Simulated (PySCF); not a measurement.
F5Ge2H.
Bonds: F1–Ge2, Ge2–F3, Ge2–Ge4, Ge4–F5, Ge4–F6, Ge4–F7. Hydrogens: H8 on Ge2.

Theory: PBE0-D3(BJ)/def2-SVP geometry optimisation, gas phase in PySCF 2.14.0.

Q: What internal coordinates does the optimisation give?

A: 
```tsv
bond	length (Å)	order
F1–Ge2, Ge2–F3	1.725	single
Ge2–Ge4	2.426	single
Ge4–F5, Ge4–F6, Ge4–F7	1.718	single
Ge2–H8	1.528	single
```

Bonds in one row agree within 0.01 Å and their mean is given. Orders are formal, as drawn. A selection of angles:
```tsv
angle	degrees
F1–Ge2–F3	105.9
F1–Ge2–Ge4	105.9
F1–Ge2–H8	109.7
F3–Ge2–Ge4	106.9
Ge4–Ge2–H8	118.2
Ge2–Ge4–F5	114.4
Ge2–Ge4–F6	111.5
F5–Ge4–F6	106.8
F6–Ge4–F7	105.9
```

Torsions: F1–Ge2–Ge4–F5 -61° (synclinal). The mirror-image conformer, all signs reversed, is as good.

Ge4 (germanium bonded to 3 F and Ge) is distorted tetrahedral (angles from 105.9° to 114.4°). Ge2 (germanium bonded to 2 F, Ge and H) is distorted tetrahedral (angles from 105.9° to 118.2°).

Point group: near Cs, missed by 0.13 Å at most; the miss may be what the optimiser left on a soft mode. Stationary, but not proved a minimum.

Hardware: an Arm Neoverse V1 with one thread, shared host with 32 logical CPUs at a one-minute load of 22. Cost: 2.2 min, 0.61 GiB resident at most. These figures are those of the optimisation.
